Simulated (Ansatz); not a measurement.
Consider the formal exchange of groups at a C–C bond: `BN([SiH3])CC` + `C=C` → `BN([SiH3])CC=C` + CH₄.

Program: Ansatz. Geometries: PBE0-D4/def2-TZVP. ΔE: electronic, gas phase. CBS: MP2 limit from def2 TZ/QZ plus the TZ coupled-cluster correction, frozen cores. This one scheme is used for every species. Functionals use def2-TZVPP. One conformer a species, not always the lowest.

```tsv
level	ΔE (kJ/mol)	difference from CCSD(T)/CBS
PBE-D4	-21.4	-4.0
BLYP-D4	-21.2	-3.8
B97M-V	-20.8	-3.4
PBE0-D4	-20.2	-2.8
r2SCANh	-19.6	-2.2
CCSD(T)/def2-SVP	-18.1	-0.7
SCS-MP2/def2-TZVPP	-18.4	-1.0
CCSD/def2-TZVPP	-15.8	1.6
SCS-MP2/def2-QZVPP	-18.2	-0.8
MP2/CBS(def2)	-21.1	-3.7
CCSD(T)/CBS	-17.4	0
```

**Question.** What do rigid-rotor, harmonic-oscillator terms from PBE0-D4/def2-TZVP frequencies (298.15 K, 1 bar) make of the CCSD(T)/CBS value? (Estimate.)

**Answer.** Ansatz gave: ΔZPE = -3.2 kJ/mol, ΔH = -19.3 kJ/mol, ΔS = -16 J/(mol·K), ΔG = -14.4 kJ/mol.

Largest T1 diagnostic among the species: 0.012.

Leaving LDA and LC-ωPBE aside and taking each functional with its dispersion term where it has one, the values, not all of them listed here, spread over 4.6 kJ/mol, from revPBE-D4 to B2PLYP. LDA lies −4.4 kJ/mol from PBE without D4. The D4 term adds −4.5 kJ/mol with B3LYP and −2.7 kJ/mol with PBE0; it sums over pairs of atoms, weighted by their polarisabilities, and B3LYP, whose exchange is more repulsive, gets the larger term.

B3LYP here is the variant with VWN-RPA as its local correlation; programs differ in this.
